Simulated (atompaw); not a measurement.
**Pseudopotential generation for sulfur: PAW (atompaw), PBEsol, scalar-relativistic.**

The input file (atompaw 4.2.0.5):

```
S 16
GGA-PBESOL scalarrelativistic loggrid 1500 logderivrange -3 5 201
3 3 0 0 0 0
3 1 4
0 0 0
c
c
v
c
v
2
1.95 1.85 1.85 1.35
y
-0.55
n
y
0.25
n
y
0.4
n
custom rrkj gramschmidtortho sinc
3 0 troulliermartins
1.95
1.35
1.95
1.95
1.95
PWSCFOUT
UPFDX 0.0125d0 UPFXMIN -7.d0 UPFZMESH 16.d0
END
```

Command:

```bash
atompaw < S.input > S.log
```

Output (summary file):

```
Completed calculations for S (AE)

 Exchange-correlation type: GGA, Perdew-Burke-Ernzerhof modified (PBEsol)

 Radial integration grid is logarithmic
 r0 =   4.9965115E-04 h =   7.9944185E-03   n =      1500 rmax =   8.0000000E+01

 Scalar relativistic calculation

 AEatom converged in  29 iterations
   nz     =  16.00
   delta  =       4.476347967955E-16

 All Electron Orbital energies:
  n  l      occupancy      energy
  1  0      2.0000000E+00 -1.7652497E+02
  2  0      2.0000000E+00 -1.5525967E+01
  3  0      2.0000000E+00 -1.2637581E+00
  2  1      6.0000000E+00 -1.1489166E+01
  3  1      4.0000000E+00 -5.1290282E-01

 Total energy
   Total                    :     -796.81156365243316

 ---
 Completed calculations for S (SC)

 Exchange-correlation type: GGA, Perdew-Burke-Ernzerhof modified (PBEsol)

 Radial integration grid is logarithmic
 r0 =   4.9965115E-04 h =   7.9944185E-03   n =      1500 rmax =   8.0000000E+01

 Scalar relativistic calculation

 SCatom converged in   2 iterations
   nz     =  16.00
   delta  =       3.307617541562E-17

 Valence Electron Orbital energies:
  n  l      occupancy      energy
   3  0      2.0000000E+00 -1.2637581E+00
   3  1      4.0000000E+00 -5.1290282E-01

 Total energy
   Total                    :     -796.81156365000595
   Valence                  :      -64.67242450836791

 PAW parameters:
       lmax =            2
         rc =    1.9588698014462183
        irc =         1036
   rc_shape =    1.8522332342182020
    rc_vloc =    1.8522332342182020
    rc_core =    1.3559618400231164
   Vloc: Norm-conserving Troullier-Martins with l= 3;e=   0.0000E+00
   Projector type: RRKJ pseudization + Gram-Schmidt ortho.
   Sinc^2 compensation charge shape zeroed at   1.8522E+00

 Number of basis functions     5
 No.   n  nodes  l      Energy         Cp coeff         Occ
  1    3    2    0   -0.1263758E+01  0.1000000E+01  0.2000000E+01
  2  999    3    0   -0.5500000E+00 -0.4141204E-01  0.0000000E+00
  3    3    1    1   -0.5129028E+00  0.1000000E+01  0.4000000E+01
  4  999    2    1    0.2500000E+00  0.6804721E-02  0.0000000E+00
  5  999    0    2    0.4000000E+00  0.1000000E+01  0.0000000E+00

 Eigenvalues of overlap operator (in the basis of projectors):
    1        5.51241160E-02
    2        1.35442280E-01
    3        1.60304383E+00
    4        3.71904410E+00
    5        8.85745110E+00

 Orbital leakage outside PAW augmentation regions
   orb  is_core?  %out_of_sphere
   1 0    T           0.00
   2 0    T           0.00
   3 0    F          29.78
   2 1    T           0.01
   3 1    F          47.91

 Summary of PAW energies
   Total valence energy     :    -64.67138972040065
   Smooth energy            :      9.58233784005600
   One center               :    -74.25372756045665
   Smooth kinetic           :      8.54806670232317
   Vloc energy              :     -2.03680770309343
   Smooth exch-corr         :     -5.68064308611703
   One-center xc            :    -43.92977535954246
```

The run took about 1.6 s on one core of a shared server CPU.
